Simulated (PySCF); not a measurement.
C5H7OS2 (charge +1).
Numbering: `[CH3:1][O:2][CH2:3][c+:4]1[s:5][cH:6][cH:7][s:8]1` (hydrogens: H9, H10, H11 on C1; H12, H13 on C3; H14 on C6; H15 on C7)

Geometry (PBE0-D3(BJ)/def2-SVP, Å), atoms numbered from 1 in this order:
```xyz
15
C5H7OS2 angstrom
C     -2.8673    0.5155    0.2580
O     -1.4641    0.5651    0.0930
C     -0.8402   -0.6627    0.0495
C      0.6221   -0.3838   -0.0719
S      1.8292   -1.5493   -0.2074
C      3.1408   -0.4414   -0.2831
C      2.8040    0.8691   -0.2161
S      1.1281    1.2214   -0.0691
H     -3.3486   -0.0063   -0.5868
H     -3.2206    1.5527    0.2878
H     -3.1390    0.0132    1.2024
H     -1.0141   -1.2689    0.9654
H     -1.1641   -1.2872   -0.8112
H      4.1535   -0.8400   -0.3802
H      3.5122    1.7006   -0.2508
```

All values: CAM-B3LYP/def2-SVPD (PySCF, non-relativistic), on one gas-phase PBE0-D3(BJ)/def2-SVP geometry that isn't relaxed in the solvent. The solvent is an IEF-PCM continuum (Bondi radii, 1.10 Å for H, scaled by 1.2), and excitations are vertical TDDFT with non-equilibrium linear response and a frozen core. Specific hydrogen bonds and non-electrostatic terms are outside this model.

```tsv
run	E − E(gas) (kJ/mol)	HOMO (eV)	HOMO–LUMO gap (eV)	lowest singlet (eV)	static polarisability (au)
gas	0.00	-13.40	7.23	4.31	91.8
P	-108.93	-11.42	7.37	4.41	104.2
Q	-194.04	-9.93	7.50	4.52	121.4
```

The runs were made in cyclohexane and dichloromethane. Which run belongs to which solvent?

P = cyclohexane, Q = dichloromethane. The dielectric constants are 2.017 (cyclohexane), 8.93 (dichloromethane), and the energy falls further as ε rises. The optical constants n² used for the excitations are 2.04, 2.03 in the same order. In this model the ground state sees the solvent through ε alone.

How constant is the ratio of the lowering to 1 − 1/ε?

```json
{"solvent": "cyclohexane", "1 − 1/ε": "0.504", "E − E(gas) (kJ/mol)": "-108.93", "ratio (kJ/mol)": "-216.1", "polarisation term (kJ/mol)": "-109.45"}
{"solvent": "dichloromethane", "1 − 1/ε": "0.888", "E − E(gas) (kJ/mol)": "-194.04", "ratio (kJ/mol)": "-218.5", "polarisation term (kJ/mol)": "-196.57"}
```

The ratio changes by +1.1 % in size from cyclohexane to dichloromethane. The polarisation term is half the interaction of the solute with the induced surface charges.

The run took about 1.8 min of CPU time (one thread, shared machine). This is the whole response run at CAM-B3LYP/def2-SVPD in dichloromethane, SCF included.
